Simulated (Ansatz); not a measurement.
Computed with Ansatz on PBE0-D4/def2-TZVP structures; ΔE is electronic, products minus reactants. CBS: MP2 limit from def2 TZ/QZ plus the TZ coupled-cluster correction, frozen cores. Functionals use def2-TZVPP. B3LYP here is the variant with VWN-RPA as its local correlation; programs differ in this. Elements past krypton have def2 core potentials. For Hf outer-core shells are correlated without core-valence functions, which leaves a few kJ/mol of doubt a bond. Each species was taken in one conformer, which may not be the lowest.

Reaction (redistribution): `[NH2][Hf]([OH])([F])[Cl]` + `CB(Cl)CN` → `[NH2][Hf]([F])([Cl])[Cl]` + `CB(O)CN`

`[NH2][Hf]([OH])([F])[Cl]`:

```xyz
8

N    -1.439   -0.462    0.028
Hf    0.328    0.507    0.110
O     1.668   -0.819   -0.168
F     0.450    1.381    1.804
Cl    0.415    2.183   -1.564
H    -2.331   -0.083    0.318
H    -1.577   -1.405   -0.305
H     2.486   -1.302   -0.224
```

`CB(Cl)CN`:

```xyz
12

C    -1.026   -0.019   -1.590
B     0.067    0.330   -0.538
Cl    1.251    1.581   -0.940
C     0.135   -0.351    0.862
N     1.348   -0.187    1.631
H    -0.554   -0.590   -2.399
H    -1.832   -0.634   -1.183
H    -1.451    0.872   -2.059
H    -0.079   -1.420    0.716
H    -0.782    0.036    1.357
H     1.200   -0.365    2.614
H     1.722    0.746    1.529
```

`[NH2][Hf]([F])([Cl])[Cl]`:

```xyz
7

N    -1.186    0.423   -0.152
Hf    0.689   -0.197    0.170
F     1.198    0.562    1.826
Cl    2.053    0.545   -1.593
Cl    0.719   -2.545    0.237
H    -1.754    0.195   -0.957
H    -1.718    1.017    0.470
```

`CB(O)CN`:

```xyz
13

C    -1.307    0.929   -0.463
B    -0.575   -0.444   -0.298
O    -1.193   -1.556   -0.788
C     0.843   -0.591    0.389
N     1.371    0.646    0.948
H    -1.346    1.460    0.492
H    -0.741    1.580   -1.141
H    -2.316    0.826   -0.865
H    -0.687   -2.364   -0.661
H     0.732   -1.319    1.205
H     1.519   -1.081   -0.339
H     2.325    0.532    1.267
H     1.376    1.382    0.255
```

(1) Is it downhill or uphill in electronic energy at CCSD(T)/CBS, and by how much? (Best estimate.)

(2) What do these levels give: r2SCAN-D4, B3LYP-D4, ωB97M-V, B3LYP, HF/def2-TZVPP, SCS-MP2/def2-TZVPP, HF/def2-QZVPP, MP2/def2-QZVPP, SCS-MP2/def2-QZVPP, HF/CBS(def2), MP2/CBS(def2), CCSD/CBS(def2)? (Estimate.)

Largest T1 diagnostic among the species: 0.015.

## Answers

(1) Computed: Downhill: ΔE = -60.8 kJ/mol.

(2) Computed: r2SCAN-D4 -62.7, B3LYP-D4 -62.0, ωB97M-V -61.5, B3LYP -63.7, HF/def2-TZVPP -71.5, SCS-MP2/def2-TZVPP -60.9, HF/def2-QZVPP -71.8, MP2/def2-QZVPP -58.4, SCS-MP2/def2-QZVPP -60.0, HF/CBS(def2) -71.9, MP2/CBS(def2) -57.3, CCSD/CBS(def2) -61.2 kJ/mol.

In def2-TZVPP, CCSD(T) changes the Hartree–Fock value by +8.4 kJ/mol (the triples alone add +0.4 kJ/mol) and MP2 by +11.9 kJ/mol.
